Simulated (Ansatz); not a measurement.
Lewis adduct: BH3 (SMILES B) (first 4 atoms) with H2O (SMILES O); geometry from B3LYP-D3(BJ)/def2-TZVP, rigid monomers moved along the line of their centres of mass till B1···O5 is 1.99 Å.
(charge 0, multiplicity 1):
```xyz
7

B      0.211     0.249     0.790
H      0.617    -0.767     0.287
H     -0.853     0.637     0.394
H      1.037     1.091     1.006
O     -0.248    -0.329     2.636
H     -0.903    -1.039     2.592
H      0.542    -0.692     3.059
```

Interaction energies are E(AB) − E(A) − E(B) at the monomers' geometry in the complex; basis-set methods are counterpoise corrected.

Cores are frozen in the correlated methods. CBS: X⁻³ extrapolation of the correlation energy, Hartree–Fock from the larger set.

Codes used: Ansatz (an electronic-structure program). 

Question: Estimate the interaction energy that wB97M-V/def2-TZVPPD returns for this input.

Answer: -20.0 kcal/mol

Question: Predict the interaction energy from CCSD(T)/CBS(aug-cc-pVDZ, aug-cc-pVTZ).

Answer: -18.8 kcal/mol

Question: Predict the interaction energy from HF/aug-cc-pVTZ.

Answer: -13.1 kcal/mol
